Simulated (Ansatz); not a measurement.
Match the barriers

Saddle point of ZnNH5O2, singlet (ZnH₂O₂ ([OH][Zn][OH]) + NH₃ → ZnNH₃O ([NH2][Zn][OH]) + H₂O; bonds formed: O2–H4; dative contacts that become bonds: Zn1–N5; bonds broken: Zn1–O2, H4–N5), PBE0-D4/def2-TZVP structure:

```
atom    x (Å)    y (Å)    z (Å)
 Zn1  -0.4699   0.0892  -0.6188
  O2   1.4760   0.2321   0.0296
  O3  -1.3124   0.6067  -2.1147
  H4   0.8203  -0.2385   0.9119
  N5  -0.3876  -0.7121   1.1672
  H6   1.9995   1.0134   0.2119
  H7  -0.7204   0.9997  -2.7586
  H8  -0.4845  -1.7138   1.2645
  H9  -0.9212  -0.2768   1.9072
```

Computed with Ansatz 0.2.0 (basis: def2-TZVPP, with def2-QZVPP for the basis limit); correlated methods freeze the cores. The 3s and 3p shells of Cu and Zn are frozen; filled d shells are correlated. Extrapolation: Hartree–Fock as exp(−7.88 √X), correlation as X^−2.97. Four methods, as single points on the PBE0-D4 structures, gave these electronic barriers from the start structure: 0.487, 0.786, 0.943, 1.182 eV.

The methods were, in alphabetical order, BHLYP-D4, HF, r2SCAN-D4, SPW92. Which gave which? (A judgement: the text doesn't fix the answer.)

By the calculation: SPW92 0.487; r2SCAN-D4 0.786; BHLYP-D4 0.943; HF 1.182 eV. For comparison, CCSD(T) at an estimated basis limit (MP2 extrapolated from triple and quadruple zeta, plus CCSD(T) − MP2 in triple zeta) gives 0.901 eV.

No T1 diagnostic of these runs exceeds 0.016.

Labels in which every atom is bracketed show which atoms are joined, not bond orders.

For scale, one of the runs: CCSD(T)/def2-TZVPP, 227 basis functions, launched by `ansatz run in.yaml --threads 8 --pin off --events-out ev --progress --plain --max-ram 19148MiB`. Time: 86 s of wall clock on 8 CPU threads of an Arm Neoverse V1; the host was shared. Peak host memory: 4 GiB.
